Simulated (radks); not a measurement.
Results of a calculation; reference values are marked as such.
Fractional charge and spin in the 5p shell of gadolinium: the spin-up occupation runs from 2 to 3 and the spin-down occupation from 2 to 3; the fullest corner is Gd2+, [Kr] 4d10 4f(up 3.5, down 3.5) 5s2 5d(up 0.5, down 0.5) 5p(up 3, down 3). Code: a radial shooting solver on a logarithmic mesh with Libxc functionals. Model: scalar-relativistic Kohn-Sham, BLYP, spin-polarised, spherical densities, finite nucleus; Fermi nuclear charge, rms radius of each element as measured or else 0.836 A^(1/3) + 0.57 fm. Energy (eV) minus the two flat planes that join the four corners (they meet along the diagonal where the two added fractions sum to one electron); zero is where a piecewise linear energy would lie.

| down \ up | 2 | 2.5 | 3 |
|---|---|---|---|
| 2 | 0.000 | -1.651 | 0.000 |
| 2.5 | -1.651 | 0.209 | -1.546 |
| 3 | 0.000 | -1.546 | 0.000 |

Corners above the fullest one (they belong to Gd3+ and the next ion): (up 3, down 2) 46.896 eV, (up 2, down 3) 46.896 eV, (up 2, down 2) 107.43 eV. With half an added electron in each spin the energy lies 0.209 eV from the planes, and with half an added electron in spin up alone -1.651 eV. The planes are only a guide here: the flat-plane condition holds for ground states with one frontier orbital, while this shell lies below other occupied shells, so the corners above the fullest one are inner-hole states and not the ground states of those ions.
